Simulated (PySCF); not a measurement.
## Cadmium: a sound run and one with changed settings

Sound run: Cd [Kr] 4d10 5s2, Cd+ [Kr] 4d10 5s1. All numbers are calculated (PySCF 2.14, scalar relativity through the core potential, in def2-SVP with the def2 core potential (28 electrons)). The sound run starts from symmetry-adapted Hartree-Fock orbitals and uses a fine grid where one is needed.

A second run was set up differently.

```csv
species,method,sound run (hartree),changed run (hartree),converged
Cd,UHF,-166.84661,-166.84342,no
Cd,PBE0,-167.73406,-167.71553,no
Cd,MN15,-167.38973,-167.36385,no
Cd+,UHF,-166.57699,-166.57663,no
Cd+,PBE0,-167.41052,-167.40680,no
Cd+,MN15,-167.05442,-167.04585,no
```

**Question.** What was changed?
A. a valence shell is frozen
B. minimal basis
C. angular grid far too coarse
D. too few SCF iterations

**Answer.** D. It used initial guess 1e, at most 3 SCF cycles. The SCF was stopped early; the energies are upper bounds that still move, and correlated levels were skipped or rest on poor orbitals.
